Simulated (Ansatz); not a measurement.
AlCl₃ (SMILES [Cl][Al]([Cl])[Cl]), singlet, geometry from GFN2-xTB (such geometries of metal compounds can be far from the true shape), atoms displaced at random by about 0.08 Å a coordinate; B3LYP/6-31G, gradient in Ansatz (a quantum-chemistry and plane-wave program).

Here is a job for Ansatz.
Ansatz 0.2 input:
```yaml
crystal:
  periodic: [false, false, false]
  atoms:
    - {symbol: Al, position_ang: [-0.00306678, -0.07088428, -0.05623879]}
    - {symbol: Cl, position_ang: [0.12419348, 1.99419527, 0.02929276]}
    - {symbol: Cl, position_ang: [1.72940593, -1.12782246, -0.04541196]}
    - {symbol: Cl, position_ang: [-1.90618709, -0.96380651, 0.03350364]}
basis:
  gaussian:
    orbitals: 6-31G
hamiltonian:
  xc: b3lyp
output: {forces: true}
```

Q: Predict the main parts of the log of this Ansatz run.

A: 
```
Functional definition: B3LYP
559 factors; integrals over basis functions are off by at most 5.6e-5 eV
mean field evaluation 1: about -44165.7840 eV, gradient 2.3e1 eV
mean field evaluation 2: about -44165.0751 eV, gradient 2.8e1 eV
mean field evaluation 4: about -44167.6769 eV, gradient 4.0e-1 eV
mean field evaluation 8: about -44167.6770 eV, gradient 2.2e-3 eV
mean field -44167.67697048 eV, -1623.1321907383 hartree, gradient 1.2e-5 eV, S^2 0.000000; 0 other end points of the search recorded, 0 dependent functions left out
the calculation of the forces begins
reference -44167.67722000 eV, -1623.1321999083 hartree; 32, 32 occupied and 20, 20 virtual orbitals, 559 factors
Total energy: -44167.67722000 eV, -1623.1321999083 hartree
Atom 0 at    -0.003067    -0.070884    -0.056239 Å, force    -1.341566     0.223134     0.050674 eV/Å
Atom 1 at     0.124193     1.994195     0.029293 Å, force     0.064965     1.869725     0.013568 eV/Å
Atom 2 at     1.729406    -1.127822    -0.045412 Å, force     2.266384    -1.539880    -0.050258 eV/Å
Atom 3 at    -1.906187    -0.963807     0.033504 Å, force    -0.989784    -0.552980    -0.013983 eV/Å
Dipole moment:     0.042871    -0.053988    -0.063302 e Å
```
